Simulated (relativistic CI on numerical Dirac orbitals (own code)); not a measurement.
**Sr⁵⁺: calculation against measurement**

Computed by Dirac-Coulomb-Breit CI, orbitals from a KLI potential per configuration, QED by a radiative potential, valence Slater integrals scaled by 0.85, P86 correlation energy added to each configuration (own radial code, finite nucleus).

CI space (outside the closed core [Ar] 3d10): 4s2 4p3, 4s 4p4, 4s2 4p2 4d, 4p5, 4s 4p3 4d, 4s2 4p2 4f, 4s2 4p2 5s, 4s 4p3 4f, 4s2 4p2 5p, 4s2 4p2 5d, 4p4 4d, 4s2 4p2 6s, 4s 4p2 4d2, 4s2 4p 4d2, 4s2 4d3, 4s 4p 4d3, 4s2 4d2 4f, 4s2 4d2 5s, 4s 4p 4d2 4f, 4p3 4d2, 4p2 4d3, 4p2 4d2 4f, 4p2 4d2 5s. Double excitations out of closed p, d and f shells are left out; levels of such configurations are missing from the list, as are those of other unlisted configurations, and high levels can miss mixing partners. These lack a partner that the ground configuration has and come out too high: 4s2 4p2 5p, 4s2 4p2 5d, 4s2 4p2 6s.

```
Configuration  Term (tabulated)    J  Measured (cm⁻¹)  Computed  Error  Purity (%)
      4s2 4p3               4S°  3/2              0.0         0      0          93
      4s2 4p3               2D°  3/2          20134.7     19502   -633          82
      4s2 4p3               2D°  5/2          23527.0     22960   -567          98
      4s2 4p3               2P°  1/2          38531.1     36743  -1788          97
      4s2 4p3               2P°  3/2          43566.9     41850  -1717          79
       4s 4p4                4P  5/2         153170.8    155173   2003          89
       4s 4p4                4P  3/2         159597.3    161453   1856          90
       4s 4p4                4P  1/2         162238.2    164019   1781          89
       4s 4p4                2D  3/2         188319.4    189839   1519          79
       4s 4p4                2D  5/2         189978.4    191464   1486          80
   4s2 4p2 5s                4P  1/2         327320.0    340111  12791          87
   4s2 4p2 5s                4P  3/2         333260.0    346157  12897          96
   4s2 4p2 5s                2P  1/2         338240.0    351639  13399          89
   4s2 4p2 5s                4P  5/2         338650.0    351594  12944          88
   4s2 4p2 5s                2P  3/2         343870.0    357393  13523          74
   4s2 4p2 5s                2D  5/2         355820.0    369527  13707          88
   4s2 4p2 5s                2D  3/2         356820.0    370636  13816          76
   4s2 4p2 5s                2S  1/2         378990.0    390102  11112          93
```

Measured levels from Sansonetti, J. Phys. Chem. Ref. Data 41, 013102 (2012); pairs were made by configuration, J and term (by order where the table uses no LS term), so strongly mixed levels may be paired wrongly.

Mean error by configuration (cm⁻¹): 4s2 4p3 -1176; 4s 4p4 1729; 4s2 4p2 5s 13024. Over the excited levels the mean absolute error is 6914 cm⁻¹ (17 of the 20 excited levels that our extract of the source holds in range could be paired, and the others can miss by more), and the median relative error of those above 1,000 cm⁻¹ is 3.8 %.
